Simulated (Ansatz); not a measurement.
Geometry optimisation, Ansatz, RKS PBE/def2-SVP.

input.yaml

```yaml
crystal:
  periodic: [false, false, false]
  atoms:
    - { symbol: Ge, position_ang: [-0.039705, -0.203927, 0.190878] }
    - { symbol: Ge, position_ang: [0.000774, -0.113304, 2.600132] }
    - { symbol: H, position_ang: [-1.04708, -1.161883, 3.066188] }
    - { symbol: H, position_ang: [1.404097, -0.467591, 3.124642] }
    - { symbol: H, position_ang: [-0.475945, 1.292263, 3.024634] }
    - { symbol: Cl, position_ang: [1.77408, -0.722468, -0.872189] }
    - { symbol: Cl, position_ang: [-0.63421, 1.83435, -0.476928] }
    - { symbol: Cl, position_ang: [-1.581854, -1.538166, -0.57078] }
    - { symbol: F, position_ang: [1.638011, 1.766803, 1.466807] }
    - { symbol: H, position_ang: [0.813431, 2.102624, 1.167117] }
basis:
  gaussian: { orbitals: def2-SVP }
hamiltonian:
  xc: pbe
relax:
  f_tol: 0.03
  max_steps: 50
```

Command:

```bash
$ ansatz run input.yaml --threads 4 --pin off --max-ram 5120MiB --backend cpu --events-out ev --progress --plain --runs-dir out
```

Task: Where does it end, and by what steps?

Result: The forces met the threshold. The force dipped under the threshold on the way, but the program's further checks kept it going. After 9 steps the energy has fallen by 0.155 eV; H10 moved furthest, 0.45 Å.

| step | energy less start (eV) | largest force component (eV/Å) | accepted |
| --- | --- | --- | --- |
| 0 | 0.0000 | 0.547 | yes |
| 1 | -0.0878 | 0.622 | yes |
| 2 | -0.1075 | 0.837 | yes |
| 3 | -0.0951 | 0.769 | no |
| 4 | -0.1419 | 0.095 | yes |
| 5 | -0.1485 | 0.054 | yes |
| 6 | -0.1535 | 0.029 | yes |
| 7 | -0.1543 | 0.058 | yes |
| 8 | -0.1548 | 0.035 | yes |
| 9 | -0.1550 | 0.007 | yes |

```xyz
10
Properties=species:S:1:pos:R:3
Ge -0.101 -0.196 0.217
Ge -0.041 -0.207 2.670
H -0.821 -1.481 3.084
H 1.428 -0.267 3.126
H -0.782 1.061 3.144
Cl 1.690 -0.936 -0.758
Cl -0.437 1.855 -0.586
Cl -1.775 -1.343 -0.571
F 1.632 1.995 1.542
H 1.057 2.309 0.852
```

Whether the end is a true minimum wasn't checked by a vibrational analysis.

Run time: 21 s on 4 threads of Arm Neoverse V2, with other jobs on the host, peak memory 0.26 GiB.
